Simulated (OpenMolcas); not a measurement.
A calculation on Tc V.

```
Program             : OpenMolcas 26.06
Method              : MS-RASPT2, IPEA 0.25 Eh, imaginary shift 0.1 Eh (closed shells correlated: 4s)
Basis               : ANO-RCC-VQZP [8s7p5d3f2g1h]
Scalar Hamiltonian  : DKH2, point nucleus
Active space        : 9 electrons in 8 orbitals (RAS1 4p, at most 2 holes; RAS2 4d)
State averaging     : 2S+1 = 4 even, 10 roots; 2S+1 = 2 even, 40 roots
Spin-orbit coupling : RASSI with atomic mean-field integrals over the reference wave functions, term energies averaged over their components
```

Question: Which level of the active space comes out lowest?

Answer: 4d3 4F 3/2, with 98 % of that term.

Question: How high does 4d3 4F 5/2 lie?

Answer: 0.1333 eV above the lowest level.

Question: How high does 4d3 4P 1/2 lie?

Answer: 1.519 eV above the lowest level.

Question: How high does 4d3 2H 9/2 lie?

Answer: 2.376 eV above the lowest level.

Question: The level at 2.133 eV has J = 3/2. What is it made of, and what is its g factor?

Answer: 43 % 4d3 2D 3/2(1), 41 % 4d3 2P, 16 % 4d3 4P; g = 1.161, against 0.800 from Landé's formula for the pure leading term.

Term energies are means over components that CASPT2 splits; among the terms shown or strongly mixed into the levels shown the widest spread is 1300 cm-1 (4d3 4F). Active for correlation alone: 4p; no level in the range computed is led by a configuration that opens it, so any true level of that kind is missing. Levels of configurations outside the active space are missing.

A number in round brackets counts repeated terms of one configuration in the order of the reference energies.
